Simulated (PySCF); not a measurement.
# Hartree-Fock beside MP2: GeH3NO

Calculated results; nothing here was measured. They come from PySCF 2.14.0, an open-source quantum chemistry program, on an isolated molecule that a program drew, which may never have been made. The molecule is GeH3NO (charge 0, singlet), drawn as the SMILES string `[NH2][Ge][OH]`.

The geometry was optimised and harmonic frequencies were computed with HF and MP2, all in the cc-pVDZ basis, for the commonest isotopes, with a restricted reference for singlets and an unrestricted one otherwise, and a frozen core in MP2. Germanium has the cc-pVDZ-PP basis, with a core potential (ECP10MDF) in place of its 10 inner electrons, and its 3s, 3p and 3d shells are frozen in MP2. Each result is a local minimum of its method.

Geometry at the HF minimum:
```xyz
6
GeH3NO, angstrom
N     0.8995    1.1346    0.0028
Ge    1.7981    1.0074    1.5837
O     2.4739   -0.6374    1.3921
H     0.3806    1.9576   -0.2418
H     0.8442    0.4397   -0.7202
H     2.2855   -1.1250    0.6023
```

Lengths of the bonds as drawn, in Å (atoms numbered as above):
| bond | HF | MP2 |
|---|---|---|
| N1-Ge2 | 1.823 | 1.845 |
| Ge2-O3 | 1.788 | 1.821 |
| N1-H4 | 1.003 | 1.019 |
| N1-H5 | 1.004 | 1.020 |
| O3-H6 | 0.947 | 0.970 |

Rotational constants, in GHz:
```
constant,HF,MP2
A,14.07,13.78
B,7.747,7.494
C,4.996,4.854
```

Harmonic frequencies in cm^-1, each column in rising order, so a row needn't be the same motion in every method:
```
rank,HF,MP2
1,281,250
2,339,302
3,400,373
4,488,478
5,692,657
6,714,673
7,741,687
8,889,853
9,1674,1541
10,3754,3563
11,3863,?
12,4141,3825
```

**Estimate the missing MP2 frequency from the HF column.**

A single factor s that minimises the squared misfit of MP2 against s times HF over the other rows is sum(HF x MP2) / sum(HF^2) = 0.9348, with an rms misfit of 25 cm^-1. For rank 11 it gives 0.9348 x 3863 = 3611 cm^-1. The calculation gives 3690 cm^-1, 79 cm^-1 above the estimate. The drawn bonds are on average 1.7 % longer in MP2 than in HF.
